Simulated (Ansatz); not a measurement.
These are frozen-core CCSD(T)/cc-pVTZ // B3LYP-D3(BJ)/def2-TZVP (Ansatz, a first-principles code) values and carry that method's errors.

Ansatz 0.2 input:
```yaml
crystal:
  periodic: [false, false, false]
  atoms:
    - { symbol: Se, position_ang: [-1.513452, -0.766247, 0.000007] }
    - { symbol: C, position_ang: [0.000002, 0.000011, 0.0] }
    - { symbol: Se, position_ang: [1.513451, 0.766237, -0.000007] }
basis:
  gaussian: { orbitals: cc-pVTZ }
correlation:
  method: ccsd_t
```

Output:

```
Functional definition: HF
747 factors; integrals over basis functions are off by at most 6.0e-4 eV
mean field evaluation 1: about -131637.7479 eV, gradient 1.1e1 eV
mean field evaluation 2: about -131637.8420 eV, gradient 1.2e1 eV
mean field evaluation 4: about -131638.3801 eV, gradient 3.0e0 eV
mean field evaluation 8: about -131638.4133 eV, gradient 1.7e-1 eV
mean field evaluation 16: about -131638.1053 eV, gradient 8.2e0 eV
mean field -131638.41345437 eV, -4837.6224667269 hartree, gradient 1.2e-6 eV, S^2 0.000000; 0 other end points of the search recorded, 0 dependent functions left out
19 core orbitals not correlated
reference -131638.41345437 eV, -4837.6224667269 hartree; 18, 18 occupied and 79, 79 virtual orbitals, 747 factors
second order -16.19883208 eV of doubles, -0.00000000 eV of singles
cycle   1  -15.28441676 eV  change    9.1e-1 eV  update   1.6e-1
cycle   2  -15.93558386 eV  change   -6.5e-1 eV  update   6.4e-2
cycle   3  -16.08424706 eV  change   -1.5e-1 eV  update   2.3e-2
cycle   4  -16.06445701 eV  change    2.0e-2 eV  update   7.6e-3
cycle   5  -16.06276238 eV  change    1.7e-3 eV  update   2.8e-3
cycle   6  -16.06287960 eV  change   -1.2e-4 eV  update   5.8e-4
cycle   7  -16.06237926 eV  change    5.0e-4 eV  update   1.7e-4
cycle   8  -16.06237932 eV  change   -5.2e-8 eV  update   4.1e-5
perturbative correction -1.05135677 eV, -0.0386366488 hartree
Total energy: -131655.52719046 eV, -4838.2513849281 hartree
```

Cost: very roughly 15 core-seconds.
